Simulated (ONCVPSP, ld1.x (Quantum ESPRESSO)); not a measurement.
Hardness and transferability of assorted potentials

Generated with ld1.x 7.5 (TM, RRKJ, ultrasoft, PAW), atompaw 4.2 or ONCVPSP 4.0.1. The cutoff is in Ry: for ld1.x and atompaw files where the sum of valence levels is converged to 10 mRy in a Bessel basis, for ONCV files where the hardest occupied wave has 1 mHa per electron of residual kinetic energy. The error is the largest all-electron minus pseudo excitation energy over each file’s own four to seven test configurations (ionisations up to +4, promotions, holes and added fractions of an electron), all of which were solved. The labels leave out finer settings (local radius, basis sizes, second energies), which also bear on the numbers. Spin-polarised tests are not counted. The rows are a selection from randomly drawn settings: files with unsolved tests, undetermined cutoffs or missed reference levels are left out.

A true bound ghost makes a file unfit for plane-wave use even where its test errors are small: the radial tests pick states by their node count and pass the ghost by.

| element | potential | cutoff (Ry) | largest error (meV) | bound ghosts |
| --- | --- | --- | --- | --- |
| Si | ONCV, PBEsol, scalar-relativistic, rc 0.95/1.00/1.05 (spd), local smoothed, core correction yes, reference 2s2 2p6 3s2 3p1.5, qcut 16.8/16.8/8.1, projectors 2/2/1 | 190 | -272 | none |
| Se | ONCV, LDA (Perdew-Wang 92), scalar-relativistic, rc 1.35/1.35 (sp), local p, core correction no, reference 4s2 4p4, qcut 4.8/6.7, projectors 1/0 | 23 | +60 | s |
| Rh | ONCV, LDA (Perdew-Zunger), scalar-relativistic, rc 1.65/1.35/1.95 (spd), local smoothed, core correction yes, reference 4s2 4p6 4d7, qcut 6.5/13/9.4, projectors 3/2/2 | 107 | +19 | none |
| Nd | ONCV, PBE, scalar-relativistic, rc 2.15/2.40/2.50 (spd), local smoothed, core correction yes, reference 5s2 5p6 5d1 6s1 6p1, qcut 4.8/5/4.2, projectors 2/2/1 | 19 | +2.7 | none |
| W | ONCV, LDA (Perdew-Zunger), fully relativistic, rc 2.05/1.60/2.75/0.85 (spdf), local smoothed, core correction yes, reference 4f13.5 5s2 5p6 5d4.5 6s2, qcut 7/8.5/5.6/21.7, projectors 3/3/3/2 | 408 | -111 | none |

(1) Fill in the row for Co: TM, PBE, scalar-relativistic, rc 1.05/0.70/1.35 (spd), local smoothed, core correction yes, reference 3s2 3p6 3d6 4s0 4p0.

(2) Fill in the row for Cd: ONCV, LDA (Perdew-Zunger), scalar-relativistic, rc 1.55/1.45/1.25 (spd), local smoothed, core correction yes, reference 4s2 4p6 4d10 5s1 5p1, qcut 7/10.7/7.2, projectors 2/2/1.

(3) Fill in the row for Ne: ONCV, LDA (Perdew-Zunger), scalar-relativistic, rc 0.60/1.00/0.85 (spd), local smoothed, core correction no, reference 2s2 2p5.5, qcut 8.9/14.9/12.9, projectors 1/2/2.

Results:

(1) cutoff 160 Ry, largest error -1522 meV, bound ghosts: none.

(2) cutoff 201 Ry, largest error -5.8 meV, bound ghosts: none.

(3) cutoff 432 Ry, largest error +228 meV, bound ghosts: none.
